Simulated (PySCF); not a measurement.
H3O, SMILES [OH3+], charge +1. Heavy atoms are numbered as in [OH3+:1]. Hydrogens are named by the atom that carries them.

Geometry: PBE0-D3(BJ)/def2-TZVPD. The isomer is the one that the SMILES or the coordinates give; other isomers of the formula were not compared.

Method: PBE0/pcSseg-2 (PySCF).

GIAO shieldings, no solvent; atoms alike by connectivity are averaged. δ = σ(ref) − σ: ¹⁷O against H2O (σ = 327.8 ppm); ¹H against TMS (σ = 31.54 ppm), references at their B3LYP-D3(BJ)/def2-TZVP geometries, non-relativistic.

```csv
nucleus,atoms,count,δ (ppm)
¹⁷O,O1 (OH3),1,22.8
¹H,H on O1,3,7.57
```
